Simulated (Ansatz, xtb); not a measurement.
## Relative energy of two isomers of H11NSi4

Structure X: `N[SiH2][SiH2][SiH2][SiH3]`, a singlet. Structure Y: `N[Si@@H]([SiH3])[SiH2][SiH3]`, a singlet. Both are isolated molecules in the gas phase, relaxed with PBE0-D3(BJ)/def2-SVP; each stands in its lowest conformer found.

X (Å):

```xyz
16

N    -1.7808   -0.1685    1.8081
Si   -1.0594    1.4035    2.0022
Si   -0.8727    2.2725   -0.1694
Si   -0.3354    0.4080   -1.4876
Si    1.4839   -0.7055   -0.5132
H    -1.7563   -0.8264    2.5804
H    -2.6563   -0.2514    1.3024
H    -1.7664    2.3552    2.9266
H     0.3117    1.1920    2.5633
H    -2.1464    2.9107   -0.6345
H     0.2202    3.2931   -0.2473
H    -1.5156   -0.5116   -1.5491
H     0.0083    0.8108   -2.8896
H     1.0771   -1.2734    0.8067
H     1.9755   -1.8121   -1.3921
H     2.6060    0.2611   -0.2978
```

Y (Å):

```xyz
16

N    -2.9793   -0.1518    0.8080
Si   -1.4772   -0.9873    1.1015
Si   -0.4507   -1.4022   -0.9670
Si    0.1020    0.1069    2.4741
Si    2.0098   -1.2312    2.7512
H    -2.9476    0.6866    0.2366
H    -3.6071   -0.0084    1.5933
H    -1.7969   -2.2889    1.7704
H    -1.3062   -2.2554   -1.8478
H    -0.1953   -0.1027   -1.6665
H     0.8640   -2.0842   -0.7534
H    -0.4807    0.4206    3.8207
H     0.5100    1.4066    1.8452
H     2.7053   -1.3967    1.4370
H     1.6110   -2.5859    3.2465
H     2.9701   -0.6303    3.7284
```

Problem. Which of the two would you expect CCSD(T)/def2-SVP + ΔMP2/def2-TZVPP electronic energies to favour?

Solution. Structure X; the calculation gives E(Y) − E(X) = +1.53 kcal/mol.

The same difference at several levels:

| level | geometry | E(Y) − E(X) (kcal/mol) | departure from the last row (kcal/mol) | job, with rough time for the two |
| --- | --- | --- | --- | --- |
| PBE0-D3(BJ)/def2-SVP | PBE0-D3(BJ)/def2-SVP | +2.47 | +0.94 | optimisation, 3.5 min |
| HF/def2-SVP | PBE0-D3(BJ)/def2-SVP | +2.34 | +0.81 | part of the CCSD(T) run |
| MP2/def2-SVP | PBE0-D3(BJ)/def2-SVP | +3.07 | +1.54 | part of the CCSD(T) run |
| CCSD(T)/def2-SVP | PBE0-D3(BJ)/def2-SVP | +2.79 | +1.26 | single point |
| CCSD(T)/def2-SVP + ΔMP2/def2-TZVPP | PBE0-D3(BJ)/def2-SVP | +1.53 |  | single point, 76 s |

As drawn, both hold the same kinds of bond in the same numbers.

The levels shown agree on the order. The largest departure from CCSD(T)/def2-SVP + ΔMP2/def2-TZVPP is that of MP2/def2-SVP, 1.54 kcal/mol. Levels run at GFN2-xTB geometries aren't shown. The last row adds to CCSD(T) the change of the MP2 difference between the two basis sets, here −1.26 kcal/mol.

With thermal terms from frequencies at re-optimised GFN2-xTB minima (ideal gas, soft modes damped towards free rotors, one conformer each, 298.15 K, 1 atm): on the last row, ΔE + ΔZPE = +1.33, ΔH = +1.56, ΔG = +0.94 kcal/mol.

The correlated steps freeze 21 core orbitals. Mirror images aren't counted in ΔG. Programs: Ansatz 0.2.0, xtb 6.7.1; the last row on 2 threads of Intel(R) Xeon(R) Platinum 8259CL CPU @ 2.50GHz (Skylake/Cascade Lake) on a shared host.
